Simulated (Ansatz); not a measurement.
Compare A (`CC(N)N[SiH3]`) with its isomer B (`C[Si](C)(N)N`).

Program: Ansatz. Geometries: PBE0-D4/def2-TZVP. ΔE: electronic, gas phase. CCSD(T)/CBS is the MP2 limit (def2-TZVPP, def2-QZVPP) plus CCSD(T) − MP2 in def2-TZVPP, frozen cores. DFT in def2-TZVPP. B3LYP here is the variant with VWN-RPA as its local correlation; programs differ in this. One conformer a species, not always the lowest.

**Question.** Which is lower in electronic energy at CCSD(T)/CBS, and by how much? (Estimate.)

**Answer.** Ansatz gave: B, by 239.3 kJ/mol.

**Question.** Give E(B) − E(A) in kJ/mol with B2PLYP, PBE0-D4, ωB97M-V, MP2/def2-TZVPP, B3LYP-D4, HF/def2-TZVPP, CCSD(T)/def2-TZVPP. (Best estimate.)

**Answer.** Ansatz gave: B2PLYP -235.4, PBE0-D4 -232.3, ωB97M-V -239.4, MP2/def2-TZVPP -241.5, B3LYP-D4 -233.1, HF/def2-TZVPP -225.5, CCSD(T)/def2-TZVPP -231.2. None reverses the order clearly.

Largest T1 diagnostic: 0.010.

In def2-TZVPP, CCSD(T) changes the Hartree–Fock value by −5.7 kJ/mol (the triples alone add +0.8 kJ/mol) and MP2 by −16.0 kJ/mol. From PBE to PBE0 (25 % exact exchange), in def2-TZVPP and without D4, E(B) − E(A) moves by −5.0 kJ/mol.
